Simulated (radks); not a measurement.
Results of a calculation; reference values are marked as such.
Task: The mean radii <r> (bohr) of the occupied orbitals of an atom or ion are listed with their occupations. Code: a radial shooting solver on a logarithmic mesh with Libxc functionals. Model: non-relativistic Kohn-Sham, Slater X-alpha with alpha = 0.856, spin-polarised, spherical densities, point nucleus.

orbital  occ.      <r>
1s up       1  0.03383
1s down     1  0.03383
2s up       1   0.1470
2s down     1   0.1470
2p up       3   0.1256
2p down     3   0.1256
3s up       1   0.4015
3s down     1   0.4012
3p up       3   0.3937
3p down     3   0.3934
3d up       5   0.3667
3d down     5   0.3664
4s up       1   0.9926
4s down     1   0.9895
4p up       3    1.063
4p down     3    1.060
4d up       5    1.312
4d down     1    1.327

Name the element and its charge. Open shells, if any, are filled with parallel spins first.

Result: Z = 45, rhodium, charge +3: Rh3+ in [Kr] 4d6. The 1s radius gives Z: for a bare nucleus <r> = 1.5/Z, 0.03333 bohr for Z = 45, and screening makes it slightly larger (0.03383 here). The occupations add up to 42, and the charge is Z minus that.
